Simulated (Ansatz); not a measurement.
Geometry optimisation, RKS revPBE/def2-SVP in Ansatz 0.2.0.

The input (input.yaml):

```yaml
crystal:
  periodic: [false, false, false]
  atoms:
    - { symbol: Mo, position_ang: [0.094254, -0.178411, -0.049901] }
    - { symbol: Cl, position_ang: [-0.024823, -0.142284, 2.253334] }
    - { symbol: Cl, position_ang: [2.408449, -0.042103, 0.016591] }
    - { symbol: F, position_ang: [-0.007324, 1.674697, -0.166041] }
    - { symbol: Cl, position_ang: [-2.205426, -0.376118, -0.253714] }
    - { symbol: F, position_ang: [0.224994, -2.035423, -0.049863] }
    - { symbol: F, position_ang: [0.201225, -0.212344, -1.91731] }
    - { symbol: H, position_ang: [-1.530858, 1.762666, 1.287325] }
    - { symbol: H, position_ang: [-1.71249, 1.791721, 1.981579] }
basis:
  gaussian: { orbitals: def2-SVP }
hamiltonian:
  xc: revpbe
relax:
  f_tol: 0.03
  max_steps: 50
```

Command:

```bash
$ ansatz run input.yaml --threads 4 --pin off --max-ram 5120MiB --backend cpu --events-out ev --progress --plain --runs-dir out
```

Problem. Where does it end, and by what steps?

Solution. The run converged. The force dipped under the threshold on the way, but the program's further checks kept it going. After 16 steps the energy has fallen by 0.438 eV; H8 moved furthest, 1.22 Å.

```tsv
step	energy less start (eV)	largest force component (eV/Å)	accepted
0	0.0000	1.716	yes
1	-0.2223	0.272	yes
2	-0.3269	0.163	yes
3	-0.3805	0.085	yes
4	-0.4132	0.047	yes
5	-0.4289	0.034	yes
6	-0.4343	0.069	yes
7	-0.4357	0.028	yes
8	-0.4362	0.010	yes
9	-0.4363	0.012	yes
10	-0.4362	0.094	no
11	-0.4365	0.038	yes
12	-0.4366	0.081	yes
13	-0.4368	0.060	yes
14	-0.4372	0.074	yes
15	-0.4344	0.345	no
16	-0.4378	0.028	yes
```

```xyz
9
Properties=species:S:1:pos:R:3
Mo 0.268 -0.443 -0.192
Cl 0.183 -0.566 2.109
Cl 2.568 -0.157 -0.147
F 0.037 1.402 -0.139
Cl -2.027 -0.722 -0.351
F 0.502 -2.282 -0.316
F 0.337 -0.345 -2.056
H -2.028 2.769 1.773
H -2.392 2.586 2.421
```

Whether the end is a true minimum wasn't checked by a vibrational analysis.

Time of the run: 36 s on 4 threads of Intel(R) Xeon(R) Platinum 8259CL CPU @ 2.50GHz (Skylake/Cascade Lake), with other jobs on the host, peak memory 0.24 GiB.
